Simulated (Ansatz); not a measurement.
`[NH2][Cd][SH]` + HCl → `[NH2][Cd][Cl]` + H₂S at 400 K and 1 bar (ligand exchange at a Cd–S bond).

Calculated with Ansatz (gas phase, PBE0-D4/def2-TZVP geometries, no zero-point term in ΔE). CCSD(T)/CBS is the MP2 limit (def2-TZVPP, def2-QZVPP) plus CCSD(T) − MP2 in def2-TZVPP, frozen cores. This one scheme is used for every species. def2 core potentials past Kr. For Cd outer-core shells are correlated without core-valence functions, which leaves a few kJ/mol of doubt a bond. Each species was taken in one conformer, which may not be the lowest.

```json
{"species": "`[NH2][Cd][SH]`", "CCSD(T)/CBS energy (Eh)": "-622.02217", "H − E (kJ/mol)": "114.4", "S (J/(mol·K))": "346.0"}
{"species": "HCl", "CCSD(T)/CBS energy (Eh)": "-460.38127", "H − E (kJ/mol)": "29.6", "S (J/(mol·K))": "195.4"}
{"species": "`[NH2][Cd][Cl]`", "CCSD(T)/CBS energy (Eh)": "-683.44247", "H − E (kJ/mol)": "90.4", "S (J/(mol·K))": "325.4"}
{"species": "H₂S", "CCSD(T)/CBS energy (Eh)": "-398.97279", "H − E (kJ/mol)": "53.4", "S (J/(mol·K))": "215.9"}
```

H − E and S are ideal-gas, rigid-rotor, harmonic terms from PBE0-D4/def2-TZVP, for one conformer and one mirror image of each species. 1 Eh = 2625.50 kJ/mol, R = 8.31446 J/(mol·K).

Q: By hand: ΔE, ΔH, ΔS and ΔG.

A: ΔE = (-683.44247) + (-398.97279) − (-622.02217) − (-460.38127) = -0.01182 Eh = -31.0 kJ/mol. Δ(H − E) = 90.4 + 53.4 − 114.4 − 29.6 = -0.2, so ΔH = -31.2 kJ/mol. ΔS = 325.4 + 215.9 − 346.0 − 195.4 = -0.1 J/(mol·K). ΔG = -31.2 − 400 × (-0.1)/1000 = -31.2 kJ/mol.

Q: By hand: the equilibrium constant, and the temperature at which ΔG would vanish if ΔH and ΔS stayed fixed.

A: log₁₀ K = −ΔG/(RT ln 10) = 4.1. ΔG = 0 at ΔH/ΔS = 312000 K, far beyond where these terms or the molecules hold.

The number of gas molecules stays the same, so ΔS is small and ΔH decides. A doubt of 5 kJ/mol in ΔE shifts log₁₀ K by 0.7 here. Other conformers and mirror images would add mixing entropy, several J/(mol·K) or more a flexible species. These are equilibria of isolated gas molecules and say nothing of rates. Largest T1 diagnostic: 0.014 (customary marks: 0.02 for closed shells, 0.045 for open ones).
